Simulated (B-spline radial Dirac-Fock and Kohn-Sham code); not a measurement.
# Core and valence levels of Ce⁴⁴⁺

System: the Ce⁴⁴⁺ ion, configuration 1s2 2s2 2p6 3s2 3p2; nuclear rms radius 4.8771 fm (A = 140).

Calculated with a B-spline atomic structure program, using Dirac-Fock energy differences between relaxed states, corrected for Breit and QED terms. The model has no electron correlation. Energies are counted from the vacuum level.

All terms are in eV, carry their sign (relaxation lowers the binding energy) and add up to the binding energy; ⟨r⟩ is the mean radius of the orbital in the initial state.

```tsv
subshell	−ε (Koopmans)	relaxation	Breit	QED	binding energy	⟨r⟩ (bohr)
K (1s)	43560.3	-26.55	-102.67	-53.01	43378.0	0.025
L1 (2s)	9348.1	-4.77	-10.69	-7.18	9325.4	0.103
L2 (2p1/2)	8991.6	-6.79	-17.38	0.34	8967.8	0.087
L3 (2p3/2)	8530.0	-5.90	-11.13	-0.45	8512.5	0.092
M1 (3s)	3693.5	-0.46	-2.53	-1.91	3688.6	0.251
M2,3 (3p)	3502.2	-0.50	-3.05	-0.09	3498.6	0.246
```

For the deepest level, K (1s), the Breit terms make up -0.237 % of the binding energy, QED -0.122 % and orbital relaxation -0.061 %.

Spin-orbit splittings: 2p 455.3 eV.

Going to the tabulated ground configuration of the next ion removes an electron from M2,3 (3p), computed at 3498.6 eV. NIST lists 3570 ± 4 eV as the ionisation energy of this species (theoretical), +71.40 eV from the computed value. Where a p, d or f shell is open in either ion the computed value averages over both j values and all terms, while the table refers to the lowest levels; that difference holds spin-orbit splitting (largest in heavy or highly charged ions), term energies where several electrons share open shells, and correlation, and it can reach 10 % or more.
